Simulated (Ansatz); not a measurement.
A structure relaxed at PBE0-D4/def2-TZVP, charge 0, multiplicity 1:

Cartesian coordinates in Å:
```
F -1.018 -2.295 0.498
Sb 0.487 -1.538 -0.462
Si -0.911 0.348 -1.546
Si 1.122 0.095 1.440
H -1.738 -0.201 -2.651
H -1.786 1.010 -0.544
H 0.049 1.338 -2.107
H 1.788 -0.643 2.543
H -0.074 0.805 1.960
H 2.082 1.080 0.869
```

Question: Give its formula and SMILES.

Answer: FH6SbSi2, `[F][Sb]([SiH3])[SiH3]`.

Question: Point group (tolerance 0.08 Å, 0.16 Å for H)?

Answer: Cs.

Question: Summarise the bond lengths by kind.

Answer: 1 × F–Sb 1.939 Å; 2 × Sb–Si 2.586 Å; 6 × H–Si 1.485 to 1.489 Å.

All numbers were calculated with Ansatz.
